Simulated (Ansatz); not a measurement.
[Te4]2- (Te₄²⁻). Charge -2, multiplicity 1. Geometry B3LYP-D4/def2-SVPD, basis def2-TZVPD, Ansatz.

```xyz
4

Te   -1.530    2.976   -0.231
Te   -0.637    0.589   -1.372
Te    1.470   -0.687    0.027
Te    0.696   -2.878    1.576
```

| run | HOMO (eV) | LUMO (eV) |
| --- | --- | --- |
| A | 0.04 | 4.83 |
| B | 1.82 | 4.18 |
| C | 0.00 | 5.34 |
| D | 2.74 | 3.60 |
| E | 1.20 | 4.64 |
| F | 2.61 | 3.70 |

In the def2 sets Te takes a core potential; there is no spin–orbit coupling. A multiply charged anion in the gas phase is held together partly by the finite basis.

Task: The runs used BHLYP, HF, PBE, r2SCAN, r2SCAN0, ωB97M-V. Estimate which is which.

Result: A ωB97M-V (range-separated); B r2SCAN0 (25 % exact exchange); C HF (100 % exact exchange); D PBE (0 % exact exchange); E BHLYP (50 % exact exchange); F r2SCAN (0 % exact exchange). Exact exchange lowers occupied and raises empty levels; among semilocal functionals meta-GGAs tend to open the gap a little, and such runs are hard to tell apart. The gap grows from 0.87 eV (PBE) to 5.34 eV (HF). At ωB97M-V/def2-TZVPD, r2SCAN0-D4/def2-TZVPD, HF/def2-TZVPD, PBE-D4/def2-TZVPD and others the highest occupied level of the charge -2 singlet lies above zero (up to 2.74 eV). The electron is either unbound and held by the finite basis, or the level is raised by self-interaction error.
